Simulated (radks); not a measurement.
Results of a calculation; reference values are marked as such.
Q: All-electron atom: Ba XXXIV in [Ar] 3d5 (the NIST ground configuration). Level of theory: scalar-relativistic Kohn-Sham, PBE, spin-polarised, spherical densities, finite nucleus; open shells are filled with parallel spins first (spin-orbit coupling, left out, can overturn this in heavy ions); Fermi nuclear charge, rms radius 4.8378 fm (a radial shooting solver on a logarithmic mesh with Libxc functionals). Some entries of the table are withheld. Estimate them.

orbital,occ.,eigenvalue (Ry),r(max) (bohr)
1s up,1,-2850.342,0.01643
1s down,1,-2850.331,0.01643
2s up,1,-542.7269,0.09270
2s down,1,-541.4517,0.09260
2p up,3,-498.5595,0.07447
2p down,3,-497.5920,0.07437
3s up,1,-187.8147,0.2579
3s down,1,-186.4021,0.2584
3p up,3,-173.7941,0.2503
3p down,3,-172.3327,0.2509
3d up,5,-155.4615,0.2023
3d down,0,-153.6441,0.2031
4s up,0,(1),0.5400
4s down,0,(2),0.5418
4p up,0,-87.24543,(3)
4p down,0,-86.75598,(4)

A: 
(1) 4s up eigenvalue (Ry): -92.76045
(2) 4s down eigenvalue (Ry): -92.27611
(3) 4p up r(max) (bohr): 0.5459
(4) 4p down r(max) (bohr): 0.5481
